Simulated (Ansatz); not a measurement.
Frontier orbitals of C₂H₄AsN, SMILES `N=C1C[AsH]1`.

Z-matrix (Å, degrees):
```
C
C 1 1.451
As 1 2.033 2 66.0
H 1 1.087 2 117.4 3 104.2
H 1 1.085 2 118.9 3 -110.1
N 2 1.248 1 146.6 3 179.5
H 3 1.525 1 92.7 2 -88.6
H 6 1.025 2 110.9 1 0.6
```

Charge 0, multiplicity 1. Correlated methods include outer-core shells of As, which these sets cover unevenly. Scalar relativity is left out up to krypton. The geometry is a stationary point of PBE0-D4/def2-TZVP. It is one conformer, not always the lowest. Basis def2-TZVPP, Ansatz.

Orbital energies of one run (eV). Highest occupied ones, from the top: -5.96, -7.02, -7.78, -8.48, -9.68, -11.97, -12.66, -14.04, -15.66, -20.90, -24.66, -42.33, -42.34, -42.45. Empty: -1.49, -1.05, 0.01, 0.83, 1.54, 1.89.

Question: Which functional gave them?
A. CAM-B3LYP
B. B97M-V
C. BHLYP
D. HSE06 (plane-wave form)

Answer: B. HOMO energies: B97M-V -5.96, CAM-B3LYP -8.11, BHLYP -7.92, HSE06 -6.45 eV.
